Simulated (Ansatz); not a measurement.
Total energies of C4H10AlCl (`C[CH2][Al]([Cl])[CH2]C`).

Z-matrix (Å, degrees):
```
C
C 1 1.529
H 1 1.094 2 112.0
H 1 1.094 2 111.8 3 -120.2
H 1 1.094 2 111.8 3 120.2
Al 2 1.953 1 115.6 3 -180.0
H 2 1.098 1 110.5 3 -57.5
H 2 1.097 1 110.5 3 57.5
C 6 1.953 2 125.2 1 0.1
Cl 6 2.115 2 117.0 1 -179.9
C 9 1.527 6 117.1 2 179.9
H 9 1.099 6 107.0 2 55.4
H 9 1.099 6 107.0 2 -55.7
H 11 1.093 9 111.6 6 59.5
H 11 1.093 9 111.6 6 -59.5
H 11 1.094 9 112.0 6 180.0
```

Total charge 0; spin multiplicity 1. All single points use the PBE0-D4/def2-TZVP geometry. It is one conformer, not always the lowest. Basis def2-TZVPP, Ansatz 0.2.0.

RPA on PBE orbitals: Hartree–Fock energy of these orbitals -858.81515 Eh, correlation -1.65441 Eh (frozen core).

```json
{"functional": "PBE", "energy without D4 (Eh)": "-860.67841", "D4 term (kJ/mol)": "-32.4"}
{"functional": "ωB97X-V", "energy without D4 (Eh)": "-861.08709", "D4 term (kJ/mol)": "–"}
```

Q: Give the same for LDA (SPW92), revPBE, BLYP, r2SCAN, B97M-V, PBE0, B3LYP, r2SCANh, r2SCAN0, HSE06 (plane-wave form), BHLYP, CAM-B3LYP, LC-ωPBE, ωB97M-V, B2PLYP, PBE-QIDH. (Estimate.)

A: Computed: 
| functional | energy without D4 (Eh) | D4 term (kJ/mol) |
| --- | --- | --- |
| LDA (SPW92) | -857.17405 | – |
| revPBE | -861.04594 | -94.8 |
| BLYP | -861.13496 | -69.4 |
| r2SCAN | -861.07949 | -8.7 |
| B97M-V | -861.06744 | – |
| PBE0 | -860.77313 | -27.9 |
| B3LYP | -861.28693 | -51.7 |
| r2SCANh | -861.07193 | -9.2 |
| r2SCAN0 | -861.06172 | -10.2 |
| HSE06 (plane-wave form) | -860.74902 | -26.1 |
| BHLYP | -861.13724 | -40.3 |
| CAM-B3LYP | -861.16109 | -28.5 |
| LC-ωPBE | -860.93509 | – |
| ωB97M-V | -861.10207 | – |
| B2PLYP | -860.83536 | – |
| PBE-QIDH | -860.58332 | – |

B3LYP takes the VWN-RPA correlation (the form of Gaussian; ORCA's B3LYP/G). HSE06 is the plane-wave form, built on full-range PBE exchange. The double hybrids freeze the cores in their second-order part.

LC-ωPBE has ω = 0.4 bohr⁻¹.
